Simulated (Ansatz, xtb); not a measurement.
## C4H8Si2: which of two isomers lies lower

Structure X is `[SiH3][SiH]1C=CC=C1`, a singlet and structure Y is `[SiH3]C1=C[SiH2]C=C1`, a singlet. Both are isolated molecules in the gas phase, relaxed with PBE-D3(BJ)/def2-SVP.

Quicker runs give these differences E(Y) − E(X): GFN2-xTB −26.18 kJ/mol; HF/STO-3G +11.76 kJ/mol (at GFN2-xTB geometries); r2SCAN-D4/def2-SVP +12.24 kJ/mol (at GFN2-xTB geometries).

Problem. Estimate E(Y) − E(X) at the level CCSD(T)/def2-SVP + ΔMP2/def2-TZVPP.

Solution. Calculated at CCSD(T)/def2-SVP + ΔMP2/def2-TZVPP: E(Y) − E(X) = +6.03 kJ/mol, so structure X lies lower.

How the difference moves with the method:

| level | geometry | E(Y) − E(X) (kJ/mol) | departure from the last row (kJ/mol) | job, with rough time for the two |
| --- | --- | --- | --- | --- |
| GFN2-xTB | GFN2-xTB | −26.18 | −32.21 | optimisation, 0.23 s |
| HF/STO-3G | GFN2-xTB | +11.76 | +5.73 | single point, 0.38 s |
| r2SCAN-D4/def2-SVP | GFN2-xTB | +12.24 | +6.21 | single point, 3.1 s |
| PBE-D3(BJ)/def2-SVP | PBE-D3(BJ)/def2-SVP | +20.94 | +14.91 | optimisation, 22 s |
| HF/def2-SVP | PBE-D3(BJ)/def2-SVP | −0.66 | −6.69 | part of the CCSD(T) run |
| MP2/def2-SVP | PBE-D3(BJ)/def2-SVP | +3.30 | −2.73 | part of the CCSD(T) run |
| CCSD(T)/def2-SVP | PBE-D3(BJ)/def2-SVP | +6.00 | −0.03 | single point |
| CCSD(T)/def2-SVP + ΔMP2/def2-TZVPP | PBE-D3(BJ)/def2-SVP | +6.03 |  | single point, 35 s |

As drawn, Y has 1 C–Si, 1 Si–H in place of 1 Si–Si, 1 C–H.

GFN2-xTB puts the two in the other order. HF/def2-SVP finds them nearly level. The largest departure from CCSD(T)/def2-SVP + ΔMP2/def2-TZVPP is that of GFN2-xTB, 32.21 kJ/mol. The last row adds to CCSD(T) the change of the MP2 difference between the two basis sets, here +0.03 kJ/mol.

With thermal terms from frequencies at re-optimised GFN2-xTB minima (ideal gas, soft modes damped towards free rotors, one conformer each, 298.15 K, 1 atm): the zero-point term adds −6.52 kJ/mol; ΔH is −0.94 and ΔG +1.22 kJ/mol. In free energy the two are nearly level.

The correlated steps freeze 14 core orbitals. Programs: Ansatz 0.2.0, xtb 6.7.1; the last row on 2 threads of Intel(R) Xeon(R) 6975P-C (Granite Rapids) on a shared host.
